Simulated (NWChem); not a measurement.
The numbers come from NWChem runs, not from measurements. System: H2O2Zn, charge 0, spin multiplicity 1, at a geometry optimised with PBE0/def2-SVP. The structure started from a generated list of species.

Job file:

```
start mol
memory heap 100 mb stack 700 mb global 1900 mb
geometry units angstroms nocenter noautoz
  Zn     0.000000     0.000000     0.006604
  O      0.213902     1.752246    -0.071074
  H     -0.404988     2.252772     0.469530
  O     -0.213902    -1.752246    -0.071074
  H      0.404988    -2.252772     0.469530
  symmetry group C2
end
basis spherical
  * library sto-3g
end
scf
  rhf
  nopen 0
  maxiter 100
  thresh 1e-7
  semidirect memsize 60000000 filesize 0
end
ccsd
  freeze core 11
  maxiter 60
end
task ccsd(t) energy
```

The output up to the point where the run's verdict is printed (cleaned and shortened):

```
             Northwest Computational Chemistry Package (NWChem) 7.3.0
             --------------------------------------------------------

                                NWChem Input Module
                                -------------------

 Scaling coordinates for geometry "geometry" by  1.889725989
 (inverse scale =  0.529177249)

 Turning off AUTOSYM since
 SYMMETRY directive was detected!

                             Geometry "geometry" -> ""
                             -------------------------

 Output coordinates in angstroms (scale by  1.889725989 to convert to a.u.)

  No.       Tag          Charge          X              Y              Z
 ---- ---------------- ---------- -------------- -------------- --------------
    1 Zn                  30.0000     0.00000000     0.00000000     0.00660400
    2 O                    8.0000     0.21390200     1.75224600    -0.07107400
    3 H                    1.0000    -0.40498800     2.25277200     0.46953000
    4 O                    8.0000    -0.21390200    -1.75224600    -0.07107400
    5 H                    1.0000     0.40498800    -2.25277200     0.46953000

 Effective nuclear repulsion energy (a.u.)     177.9494719559

            Nuclear Dipole moment (a.u.)
            ----------------------------
        X                 Y               Z
 ---------------- ---------------- ----------------
     0.0000000000    -0.0000000000    -0.0000075589

      Symmetry information
      --------------------

 Group name             C2
 Group number              4
 Group order               2
 No. of unique centers     3

      Symmetry unique atoms

     1    2    3


 Summary of "ao basis" -> "" (spherical)
 ------------------------------------------------------------------------------
       Tag                 Description            Shells   Functions and Types
 ---------------- ------------------------------  ------  ---------------------
 *                           sto-3g                   on all atoms

 Summary of "ao basis" -> "ao basis" (spherical)
 ------------------------------------------------------------------------------
[...]
  29     -0.2125311889 -1.458D-05  1.323D-03     0.21     0.00     0.20
  30     -0.2125357374 -4.549D-06  1.724D-03     0.22     0.00     0.21
  31     -0.2125704399 -3.470D-05  1.626D-03     0.22     0.00     0.21
  32     -0.2125372391  3.320D-05  1.635D-03     0.21     0.00     0.20
  33     -0.2125680404 -3.080D-05  1.917D-03     0.23     0.00     0.21
  34     -0.2125855298 -1.749D-05  1.628D-03     0.22     0.00     0.21
  35     -0.2125884483 -2.919D-06  1.587D-03     0.21     0.00     0.20
  36     -0.2125935489 -5.101D-06  1.827D-03     0.21     0.00     0.20
  37     -0.2126019766 -8.428D-06  1.757D-03     0.22     0.00     0.21
  38     -0.2126000202  1.956D-06  1.424D-03     0.21     0.00     0.20
  39     -0.2126208170 -2.080D-05  1.677D-03     0.22     0.00     0.21
  40     -0.2125729864  4.783D-05  1.808D-03     0.22     0.00     0.20
  41     -0.2125638736  9.113D-06  1.805D-03     0.22     0.00     0.21
  42     -0.2125753353 -1.146D-05  2.037D-03     0.23     0.00     0.21
  43     -0.2125890343 -1.370D-05  1.381D-03     0.21     0.00     0.20
  44     -0.2125159085  7.313D-05  9.532D-04     0.22     0.00     0.20
  45     -0.2125084198  7.489D-06  1.210D-03     0.21     0.00     0.20
  46     -0.2125003013  8.118D-06  1.063D-03     0.22     0.00     0.21
  47     -0.2124600762  4.023D-05  1.230D-03     0.21     0.00     0.20
  48     -0.2124619020 -1.826D-06  1.221D-03     0.21     0.00     0.20
  49     -0.2124582184  3.684D-06  1.200D-03     0.22     0.00     0.21
  50     -0.2124511853  7.033D-06  1.065D-03     0.21     0.00     0.20
  51     -0.2124548258 -3.640D-06  7.273D-04     0.21     0.00     0.20
  52     -0.2124868289 -3.200D-05  6.248D-04     0.21     0.00     0.20
  53     -0.2124940916 -7.263D-06  1.482D-03     0.21     0.00     0.20
  54     -0.2124961384 -2.047D-06  1.370D-03     0.21     0.00     0.20
  55     -0.2124946176  1.521D-06  1.354D-03     0.21     0.00     0.20
  56     -0.2125036728 -9.055D-06  1.325D-03     0.21     0.00     0.20
  57     -0.2125044569 -7.841D-07  1.262D-03     0.22     0.00     0.21
  58     -0.2124995173  4.940D-06  1.490D-03     0.23     0.00     0.21
  59     -0.2124938146  5.703D-06  1.104D-03     0.21     0.00     0.20
  60     -0.2124975588 -3.744D-06  9.794D-04     0.22     0.00     0.20
                  ****maximum iterations exceeded****
-------------------------------------------------------------------------

 -----------
 CCSD Energy
 -----------
 Reference energy:           -1906.120141581098096
 CCSD corr. energy:             -0.212497558848209
 Total CCSD energy:          -1906.332639139946195

 --------------------------------
 Spin Component Scaled (SCS) CCSD
 --------------------------------
 Same spin contribution:                 -0.026479759867395
 Same spin scaling factor:                1.130000000000000
 Opposite spin contribution:             -0.186017798980814
 Opposite spin scaling fact.:             1.270000000000000
 SCS-CCSD correlation energy:            -0.266164733355790
 Total SCS-CCSD energy:               -1906.386306314453805

 routine      calls  cpu(0)   cpu-min  cpu-ave  cpu-max   i/o
 aoccsd          1     0.00     0.00     0.00     0.00    0.00
 iterdrv         1     0.01     0.01     0.01     0.01    0.00
 pampt          60     0.06     0.06     0.06     0.06    0.00
 t2pm           60     0.17     0.17     0.17     0.17    0.00
 sxy            60     0.17     0.17     0.17     0.17    0.00
 ints      1057320    11.29    11.29    11.29    11.29    0.00
 t2eri        8160     1.09     1.09     1.09     1.09    0.00
 idx2         8160     0.68     0.68     0.68     0.68    0.00
 idx34          60     0.11     0.11     0.11     0.11    0.00
 ht2pm          60     0.19     0.19     0.19     0.19    0.00
 itm            60     0.41     0.41     0.41     0.41    0.00
 pdiis          60     0.01     0.01     0.01     0.01    0.00
 Total                14.18    14.18    14.18    14.18    0.00
```

The program stopped with an error. NWChem stopped with the message: ccsd(t) energy failed.
